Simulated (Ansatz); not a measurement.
Program: Ansatz. Geometries: PBE0-D4/def2-TZVP. ΔE: electronic, gas phase. CBS: MP2 limit from def2 TZ/QZ plus the TZ coupled-cluster correction, frozen cores. DFT in def2-TZVPP. B3LYP here is the variant with VWN-RPA as its local correlation; programs differ in this. Each species was taken in one conformer, which may not be the lowest.

`[BH2][Al]([CH3])[SiH2]F` + `CN[SiH2]Cl` → `CN([SiH2]F)[SiH2]Cl` + `[BH2][AlH][CH3]`  (cleavage of the Si–Al bond)

`[BH2][Al]([CH3])[SiH2]F`:

Z-matrix (Å, degrees):
```
C
Al 1 1.962
H 1 1.092 2 113.5
H 1 1.095 2 110.2 3 121.1
H 1 1.095 2 110.6 3 -121.6
Si 2 2.481 1 116.6 3 177.8
B 2 2.113 1 125.8 3 -2.4
F 6 1.618 2 110.9 1 -179.9
H 6 1.494 2 113.2 1 60.5
H 6 1.494 2 113.2 1 -60.2
H 7 1.200 2 122.8 1 91.5
H 7 1.200 2 122.7 1 -90.9
```

`CN[SiH2]Cl`:

Cartesian coordinates in Å:
```
C -0.924 0.638 -0.855
N 0.161 0.653 0.106
Si 0.714 -0.726 0.927
Cl 1.685 -2.118 -0.267
H -0.590 0.434 -1.879
H -1.460 1.591 -0.850
H -1.642 -0.139 -0.581
H 0.814 1.407 -0.034
H 1.693 -0.292 1.946
H -0.450 -1.448 1.487
```

`CN([SiH2]F)[SiH2]Cl`:

Z-matrix (Å, degrees):
```
C
N 1 1.468
H 1 1.094 2 111.6
H 1 1.093 2 110.9 3 -121.1
H 1 1.093 2 110.5 3 120.0
Si 2 1.711 1 118.9 3 -106.4
Si 2 1.717 1 117.2 3 71.8
F 6 1.601 2 111.9 1 77.7
H 6 1.477 2 108.8 1 -163.8
H 6 1.480 2 109.3 1 -38.7
Cl 7 2.061 2 110.8 1 68.1
H 7 1.477 2 108.7 1 -172.7
H 7 1.481 2 110.7 1 -48.5
```

`[BH2][AlH][CH3]`:

Z-matrix (Å, degrees):
```
C
Al 1 1.960
H 1 1.092 2 114.1
H 1 1.096 2 109.7 3 120.9
H 1 1.095 2 110.6 3 -122.2
B 2 2.119 1 123.3 3 -6.9
H 2 1.599 1 117.7 3 173.7
H 6 1.201 2 123.2 1 90.5
H 6 1.201 2 123.0 1 -89.9
```

```tsv
level	ΔE (kJ/mol)	difference from CCSD(T)/CBS
B3LYP-D4	-72.8	5.4
ωB97X-V	-74.7	3.5
ωB97M-V	-81.9	-3.7
B2PLYP	-74.7	3.5
PBE	-48.3	29.9
PBE0	-56.7	21.5
B3LYP	-63.8	14.4
HF/def2-TZVPP	-80.8	-2.6
SCS-MP2/def2-TZVPP	-86.9	-8.7
MP2/def2-QZVPP	-89.0	-10.8
CCSD(T)/CBS	-78.2	0
```

Largest T1 diagnostic among the species: 0.012.

From PBE to PBE0 (25 % exact exchange), in def2-TZVPP and without D4, ΔE moves by −8.5 kJ/mol. The D4 term adds −9.0 kJ/mol with B3LYP and −4.7 kJ/mol with PBE0; it sums over pairs of atoms, weighted by their polarisabilities, and B3LYP, whose exchange is more repulsive, gets the larger term.

CCSD(T)/CBS has its own doubt, a few kJ/mol and more with outer-core shells, so smaller differences from it don't rank the levels.
